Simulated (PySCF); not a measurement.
H3B, SMILES `B` (charge 0, multiplicity 1)

All values below come from PySCF 2.14.0 with ωB97X-D3(BJ)/def2-TZVP // B3LYP-D3(BJ)/def2-TZVP.

```json
{
  "HOMO": "-12.60 eV",
  "dipole_moment": "0.00 D",
  "HOMO–LUMO gap": "12.84 eV",
  "LUMO": "0.23 eV",
  "vertical ionisation energy (Delta-SCF)": "13.32 eV",
  "total_energy": "-26.6408 Ha",
  "cost": "very roughly 4 core-seconds"
}
```

Bonds (Å): B1–H2 1.189, B1–H3 1.189, B1–H4 1.189. Bond angles (°): H2–B1–H3 120.0, H2–B1–H4 120.0, H3–B1–H4 120.0.
Charge 0, spin multiplicity 1.
